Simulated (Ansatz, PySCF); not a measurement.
HfO₂, SMILES [Hf](=[O])=[O], multiplicity 1. Atoms are numbered in the order given.

```xyz
3

Hf     0.0000     0.0000    -0.2230
O      0.0000    -1.4459     0.8316
O      0.0000     1.4459     0.8316
```

Coordinates come from a B3LYP-D3(BJ)/def2-TZVP optimisation. The multiplicity is an assumed one; other spin states were not compared. The isomer is the one that the SMILES or the coordinates give; other isomers of the formula were not compared. The def2 effective core potentials stand for the cores of Hf; spin–orbit coupling is left out.

Two levels are set side by side: PBE-D3(BJ)/def2-TZVP (Ansatz, an electronic-structure program) and B3LYP-D3(BJ)/def2-TZVP (Ansatz). Each level has its own optimised geometry; the coordinates shown are those of the second. Frequencies come from the Hessian of PySCF at each geometry. Differences are taken from unrounded values.

| quantity | B3LYP-D3(BJ) |
|---|---|
| mean bond length (Å) | 1.790 |
| bond Hf1–O2 (Å) | 1.790 |
| bond Hf1–O3 (Å) | 1.790 |
| highest harmonic wavenumber (cm⁻¹) | 908 |
| mean harmonic wavenumber (cm⁻¹) | 675 |
| zero-point energy (kcal/mol) | 2.89 |

### Question
What does PBE-D3(BJ) give, and how far is it from B3LYP-D3(BJ)? (An estimate is asked for; the answer gives what the named calculation found.)

### Answer

```csv
quantity,PBE-D3(BJ),PBE-D3(BJ) minus B3LYP-D3(BJ)
mean bond length (Å),1.795,0.006
bond Hf1–O2 (Å),1.795,0.006
bond Hf1–O3 (Å),1.795,0.006
highest harmonic wavenumber (cm⁻¹),881,-27
mean harmonic wavenumber (cm⁻¹),659,-16
zero-point energy (kcal/mol),2.82,-0.07
```

GGA bonds tend to be longer and softer than those of functionals with exact exchange. Differences between two approximate levels are no errors against the true value.
